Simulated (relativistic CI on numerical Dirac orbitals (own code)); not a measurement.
**Inner-shell lines of Ir LIII**

These numbers are calculated, not measured: Dirac-Coulomb-Breit CI, separate exchange-only KLI orbitals for each configuration, a model potential for QED, unscaled Slater integrals (own radial code, finite nucleus).

CI space (outside the closed core 1s2 2s2 3s2 3p6): 2p6.3d7, 2p5.3d8, 2p5.3d7.4s. Levels of other configurations are missing.

The table holds the strongest lines. The upper levels have an inner-shell vacancy. Auger decay, open to those above the ionisation limit, is not computed, and radiative decays to configurations outside the model are missing too. Absolute energies can be off by a few tenths of a per cent, so close lines can change order. LS names give the leading component, which can be well under half, for lower levels too. Brackets number the levels in order of energy.

| E (eV) | Upper | Lower | A (s⁻¹) | gA (s⁻¹) |
| --- | --- | --- | --- | --- |
| 9363.7 | 2p5.3d8 2G°_7/2 [36] | 2p6.3d7 2F_7/2 [10] | 1.04e+15 | 8.32e+15 |
| 9368.7 | 2p5.3d8 2H°_11/2 [34] | 2p6.3d7 2H_11/2 [9] | 6.61e+14 | 7.93e+15 |
| 9369.9 | 2p5.3d8 4F°_9/2 [23] | 2p6.3d7 4F_9/2 [1] | 1.53e+15 | 1.53e+16 |
| 9375.5 | 2p5.3d8 2D°_5/2 [26] | 2p6.3d7 2D_5/2 [3] | 1.53e+15 | 9.20e+15 |
| 9376.3 | 2p5.3d8 2D°_5/2 [46] | 2p6.3d7 2G_7/2 [17] | 1.40e+15 | 8.42e+15 |
| 9376.5 | 2p5.3d8 2P°_3/2 [48] | 2p6.3d7 2D_5/2 [18] | 1.84e+15 | 7.35e+15 |
| 9377.2 | 2p5.3d8 2G°_7/2 [45] | 2p6.3d7 2H_9/2 [15] | 1.70e+15 | 1.36e+16 |
| 9382.6 | 2p5.3d8 2P°_3/2 [28] | 2p6.3d7 2D_5/2 [3] | 2.00e+15 | 8.00e+15 |
| 9384.6 | 2p5.3d8 2G°_9/2 [40] | 2p6.3d7 2H_11/2 [9] | 2.21e+15 | 2.21e+16 |
| 9385.9 | 2p5.3d8 4S°_3/2 [39] | 2p6.3d7 4P_5/2 [7] | 2.24e+15 | 8.97e+15 |
| 9390.8 | 2p5.3d8 2G°_7/2 [38] | 2p6.3d7 4F_9/2 [5] | 1.98e+15 | 1.58e+16 |
| 9392.0 | 2p5.3d8 4D°_7/2 [25] | 2p6.3d7 4F_9/2 [1] | 2.50e+15 | 2.00e+16 |
| 9393.8 | 2p5.3d8 4D°_5/2 [37] | 2p6.3d7 4F_7/2 [4] | 1.20e+15 | 7.21e+15 |
| 10898.2 | 2p5.3d8 2F°_7/2 [60] | 2p6.3d7 2D_5/2 [18] | 8.98e+14 | 7.19e+15 |
| 10907.0 | 2p5.3d8 2G°_9/2 [50] | 2p6.3d7 2H_11/2 [9] | 1.48e+15 | 1.48e+16 |
| 10908.3 | 2p5.3d8 2F°_5/2 [52] | 2p6.3d7 2F_7/2 [10] | 1.29e+15 | 7.71e+15 |
| 10912.5 | 2p5.3d8 2H°_9/2 [58] | 2p6.3d7 2H_9/2 [15] | 9.68e+14 | 9.68e+15 |
| 10917.8 | 2p5.3d8 2D°_5/2 [59] | 2p6.3d7 2G_7/2 [17] | 1.39e+15 | 8.33e+15 |
| 10919.1 | 2p5.3d8 2D°_3/2 [63] | 2p6.3d7 2D_3/2 [19] | 2.36e+15 | 9.46e+15 |
| 10929.4 | 2p5.3d8 2F°_7/2 [60] | 2p6.3d7 2H_9/2 [15] | 1.31e+15 | 1.04e+16 |
